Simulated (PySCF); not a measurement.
## Dipole response of F⁻ (fluorine, charge -1)

[Ne], closed-shell 1S. Calculation: PySCF 2.14, in aug-cc-pVTZ with one added diffuse shell each of s, p, d, f type (6s5p4d3f, 62 functions); the non-relativistic Hamiltonian (point nucleus). Coupled (time-dependent) response in atomic units; α is the mean over directions.

| method | mean α (bohr³) | C₆ (like pair) | S(−4) |
| --- | --- | --- | --- |
| UHF | 10.30 | 39.74 | 78.05 |
| PBE0 | 17.14 | 70.87 | 388.1 |
| M06 | 15.89 | 65.63 | 300.2 |

S(−4) is the Cauchy moment in α(ω) = α(0) + S(−4) ω² + …

α(iu) at UHF:

```
u (hartree)  α(iu) (bohr³)
          0          10.30
     0.0500          10.11
      0.100          9.616
      0.200          8.267
      0.300          6.964
      0.500          4.988
      0.750          3.472
       1.00          2.565
       1.50          1.577
       2.00          1.072
       3.00         0.5891
       5.00         0.2566
```

A single London oscillator, α(iu) = α/(1 + u²/ω²), gives C₆ = (3/4) ω α². Matching the computed C₆ needs ω = 4 × 39.74 / (3 × 10.30²) = 0.499 hartree.

For an ion, C₆ is the dispersion term alone; charge-induced terms of lower order in 1/R come first.
